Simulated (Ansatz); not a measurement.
Species: Ni, charge 2, triplet.

Total energies in cc-pwCVTZ-DK, 16 correlated electrons, 5 frozen orbitals. Open shells are spin-unrestricted; no spin-orbit coupling. The -DK rows use spin-free X2C, correlate 3s3p of the metal (1s2s2p frozen) and give its partners the cc-pVXZ-DK valence sets. Open-shell metal atoms are single determinants, not pure terms.

```json
[
 {"method": "HF", "program": "Ansatz", "energy (Eh)": "-1518.25354", "minus CCSDT(Q) (mEh)": "688.18"},
 {"method": "MP2", "program": "Ansatz", "energy (Eh)": "-1518.96966", "minus CCSDT(Q) (mEh)": "-27.95"},
 {"method": "CCSD", "program": "Ansatz", "energy (Eh)": "-1518.92938", "minus CCSDT(Q) (mEh)": "12.34"},
 {"method": "CCSD(T)", "program": "Ansatz", "energy (Eh)": "-1518.94230", "minus CCSDT(Q) (mEh)": "-0.59"},
 {"method": "CCSDT(Q)", "program": "Ansatz", "energy (Eh)": "-1518.94171", "minus CCSDT(Q) (mEh)": "0.00"}
]
```

Ansatz is an electronic-structure program.
